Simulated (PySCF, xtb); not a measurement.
C4H10BN, SMILES CC1CB(N)C1. One conformer was computed; it need not be the lowest.

Harmonic wavenumbers (cm⁻¹) from GFN2-xTB (xtb) at its own minimum, in rising order: 51, 214, 252, 266, 362, 408, 492, 558, 596, 689, 780, 812, 875, 908, 953, 979, 994, 1100, 1106, 1144, 1197, 1202, 1210, 1264, 1331, 1409, 1453, 1461, 1470, 1504, 1508, 1548, 2943, 2978, 2985, 2997, 2998, 3011, 3014, 3021, 3472, 3506.

Task: What does PBE-D3(BJ)/def2-SVP run with PySCF 2.14.0 give at its own minimum? (The exact figures need the calculation; the answer reports its results.)

Result: 73, 235, 255, 286, 364, 405, 504, 506, 547, 695, 705, 788, 837, 865, 880, 921, 945, 1044, 1055, 1063, 1134, 1158, 1172, 1228, 1297, 1337, 1344, 1359, 1413, 1413, 1427, 1559, 2951, 2968, 2969, 2977, 3037, 3040, 3042, 3043, 3504, 3604. Paired by order, the mean absolute difference is 42 cm⁻¹ and the zero-point energies are 87.2 and 85.7 kcal/mol.
